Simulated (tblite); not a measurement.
C₆H₃O₄ (doublet state).
Numbering: `[O:1]=[CH:2][O:3][c:4]1[cH:5][cH:6][c:7][c:8](=[O:9])[o:10]1` (hydrogens: H11 on C2; H12 on C5; H13 on C6)

Computed with GFN2-xTB (tblite), gas phase: L-BFGS steps from a force-field or distance-geometry start until the largest atomic force falls under 0.01 eV/Å.

Geometry at step 3:
```
atom  x, y, z in Å
O1      2.3493   -0.0920    1.3123
C2      2.5799   -0.0425    0.1520
O3      1.6393    0.0208   -0.8142
C4      0.3150   -0.0750   -0.4233
C5     -0.4942    0.9917   -0.6375
C6     -1.8579    0.8948   -0.1988
C7     -2.1730   -0.2413    0.3757
C8     -1.3991   -1.3982    0.6313
O9     -1.7735   -2.4124    1.1499
O10    -0.0260   -1.2132    0.1548
H11     3.5801   -0.0371   -0.2963
H12    -0.1593    1.8954   -1.1196
H13    -2.5849    1.7094   -0.3040
```

**Question.** Give the atomic forces at this geometry.

**Answer.** 
```
atom  Fx (eV/Å)  Fy (eV/Å)  Fz (eV/Å)
  O1      0.095      0.019      0.340
  C2     -0.216     -0.143      0.041
  O3      0.024     -0.250     -0.064
  C4      0.135      0.471     -0.048
  C5     -0.153      0.270     -0.170
  C6     -0.065      0.713     -0.245
  C7     -0.477     -0.652      0.413
  C8     -0.503     -0.286      0.214
  O9      1.105      0.370     -0.459
 O10     -0.686     -0.133      0.249
 H11     -0.024      0.052     -0.208
 H12      0.199     -0.127      0.021
 H13      0.568     -0.304     -0.084
```

The largest, 1.25 eV/Å, acts on O9; the rms over all components is 0.360 eV/Å. The forces sum to zero within rounding, as they must for an isolated molecule in no field.

**Question.** Give the force on O9 in Eh/bohr and in nN.

**Answer.** 1.252 eV/Å ÷ 51.422 = 0.02436 Eh/bohr, and 1.252 eV/Å × 1.602 = 2.01 nN.

**Question.** How far is this geometry from the end of the optimisation?

**Answer.** 0.167 eV above it, and 0.234 Å rms away after alignment. The bonds farthest from their final lengths, with half the difference of the two atoms' forces along the bond (positive lengthens):

```tsv
bond	now (Å)	final (Å)	force along bond (eV/Å)
C8–O10	1.465	1.432	-0.08
C6–H13	1.097	1.079	-0.60
C6=C7	1.312	1.329	+0.78
O3–C4	1.384	1.369	-0.08
C8=O9	1.199	1.189	-0.67
C7–C8	1.415	1.421	-0.17
```

The angle farthest from its final value is C7–C8–O9, 126.8° against 132.4°.

Of the 5 listed bonds off by 0.010 Å or more, this force points towards the final length in 5.

What follows is the cost of the whole relaxation. On one thread of an Arm Neoverse V1, shared host, this took 0.42 s of wall time.
